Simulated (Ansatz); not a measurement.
# Redistribution: C2H4Cl2 + CH3I → CHCl2I + C2H6

Species: C2H4Cl2 (1,1-dichloroethane) `CC(Cl)Cl`, singlet; CH3I (methyl iodide) `CI`, singlet; CHCl2I (dichloroiodomethane) `ClC(Cl)I`, singlet; C2H6 (ethane) `CC`, singlet. The partners trade CH3 for I; both sit on C, so the bond types are kept.

Shapes, held fixed at every level: PBE0-D4/def2-TZVP. Programs: Ansatz 0.2.0. The zero-point and thermal change to 298 K, harmonic and unscaled (PBE0-D4/def2-TZVP), is -0.6 kJ/mol.

Q: Estimate ΔH(298 K) of this reaction.

A: The highest level, CCSD(T)/def2-TZVPP, gives ΔH(298 K) = +44.4 kJ/mol; the levels span +36.7 to +46.7. The column of differences is taken from that level and isn't an error. No measured value is set beside it here. For atoms past krypton def2 sets carry core potentials with scalar relativity. Correlated rows may include outer-core shells of I, which these sets cover unevenly.

```json
{"level": "SPW92/def2-TZVPP", "kind": "LDA", "ΔH(298 K) (kJ/mol)": "+36.7", "less CCSD(T)/def2-TZVPP": "-7.7"}
{"level": "r2SCAN-D4/def2-TZVPP", "kind": "meta-GGA", "ΔH(298 K) (kJ/mol)": "+41.5", "less CCSD(T)/def2-TZVPP": "-2.9"}
{"level": "r2SCAN0-D4/def2-TZVPP", "kind": "global hybrid", "ΔH(298 K) (kJ/mol)": "+45.4", "less CCSD(T)/def2-TZVPP": "+1.0"}
{"level": "wB97M-V/def2-TZVPP", "kind": "range-separated hybrid", "ΔH(298 K) (kJ/mol)": "+43.7", "less CCSD(T)/def2-TZVPP": "-0.7"}
{"level": "MP2/def2-TZVPP", "kind": "perturbation theory", "ΔH(298 K) (kJ/mol)": "+40.3", "less CCSD(T)/def2-TZVPP": "-4.1"}
{"level": "CCSD/def2-SVP", "kind": "coupled cluster or CI", "ΔH(298 K) (kJ/mol)": "+46.7", "less CCSD(T)/def2-TZVPP": "+2.3"}
{"level": "CCSD/def2-TZVPP", "kind": "coupled cluster or CI", "ΔH(298 K) (kJ/mol)": "+46.5", "less CCSD(T)/def2-TZVPP": "+2.1"}
{"level": "CCSD(T)/def2-TZVPP", "kind": "coupled cluster or CI", "ΔH(298 K) (kJ/mol)": "+44.4", "less CCSD(T)/def2-TZVPP": "0.0"}
```
